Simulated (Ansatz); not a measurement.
Input for Ansatz (a program for electronic structure): R-wB97M-V/def2-TZVPP on aminoborane (SMILES BN), atoms moved off the minimum.

Ansatz 0.2 input:
```yaml
crystal:
  periodic: [false, false, false]
  atoms:
    - {symbol: B, position_ang: [-0.76039872, 0.14385173, 0.00570250]}
    - {symbol: N, position_ang: [0.65142261, -0.09861668, -0.09608714]}
    - {symbol: H, position_ang: [-1.40202490, -0.91168455, -0.01685885]}
    - {symbol: H, position_ang: [-1.28526718, 1.30076641, 0.00529507]}
    - {symbol: H, position_ang: [1.23687056, 0.77120650, -0.04808044]}
    - {symbol: H, position_ang: [1.15388250, -0.86950217, 0.11440200]}
basis:
  gaussian:
    orbitals: def2-TZVPP
hamiltonian:
  xc: {name: wB97M-V}
scf: {lower_state_search: off}
output: {forces: true}
```

It printed:

```
WARN ansatz: RAYON_NUM_THREADS=1 ignored (pool sized by the plan → 1); use --threads N
Functional definition: wB97M-V
these checks for a lower state are left out or cut short: stability, starts, cluster_reference, orbital_swaps, neighbouring_geometries, increment
integrals: 0.03 GiB planned
560 factors; their error is unknown
integrals: 0.06 GiB planned
160 factors; integrals over basis functions are off by at most 1.7e-5 eV
mean field: 0.39 GiB planned
mean field evaluation 1: about -2227.7895 eV, gradient 4.5e1 eV
mean field evaluation 2: about -2227.8543 eV, gradient 4.4e1 eV
mean field evaluation 4: about -2231.5939 eV, gradient 9.2e-1 eV
mean field evaluation 8: about -2231.5945 eV, gradient 3.4e-1 eV
mean field evaluation 16: about -2231.5947 eV, gradient 2.3e-4 eV
mean field -2231.59466043 eV, -82.0095911417 hartree, gradient 4.7e-6 eV, S^2 0.000000; 0 other end points of the search recorded, 0 dependent functions left out
the calculation of the forces begins
reference -2231.59470328 eV, -82.0095927164 hartree; 8, 8 occupied and 110, 110 virtual orbitals, 560 factors
Total energy: -2231.59470328 eV, -82.0095927164 hartree
Atom 0 at    -0.760399     0.143852     0.005703 Å, force     0.523000    -0.927036    -0.483582 eV/Å
Atom 1 at     0.651423    -0.098617    -0.096087 Å, force    -2.251183     5.977449    -0.111591 eV/Å
Atom 2 at    -1.402025    -0.911685    -0.016859 Å, force     0.066854     0.986294     0.242841 eV/Å
Atom 3 at    -1.285267     1.300766     0.005295 Å, force     0.903012    -1.466305    -0.026487 eV/Å
Atom 4 at     1.236871     0.771207    -0.048080 Å, force    -0.639119    -1.493134    -0.146582 eV/Å
Atom 5 at     1.153882    -0.869502     0.114402 Å, force     1.397436    -3.077267     0.525401 eV/Å
Dipole moment:     0.377968     0.007191     0.085135 e Å
Checks for a lower state left out: stability, starts, cluster_reference, orbital_swaps, neighbouring_geometries, increment
```

The run converged.

Cost: around 4 core-seconds (rough).
